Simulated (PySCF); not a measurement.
From a computed spectrum to the compound

A species of 3 atoms with charge 0 has these harmonic modes (PBE0, small Gaussian bases with core potentials, PySCF 2.14.0):

```csv
cm⁻¹,km/mol,symmetry
443,111.3,a'
514,55.2,a'
3887,27.2,a'
```

Q: Which species is it, and in which structure?

A: Tl(OH) (singlet):
```xyz
3

Tl    0.0225    0.0000   -0.1643
O    -0.3144    0.0000    1.9435
H     0.4118    0.0000    2.5775
```
Ideal gas at 298.15 K and 1 bar: S = 264.6 J/(mol K), Cp = 44.1 J/(mol K), H − H(0 K) = 11.2 kJ/mol (rigid rotor, harmonic modes, spin degeneracy alone). 
 The answer isn't unique; the calculation gave this one.
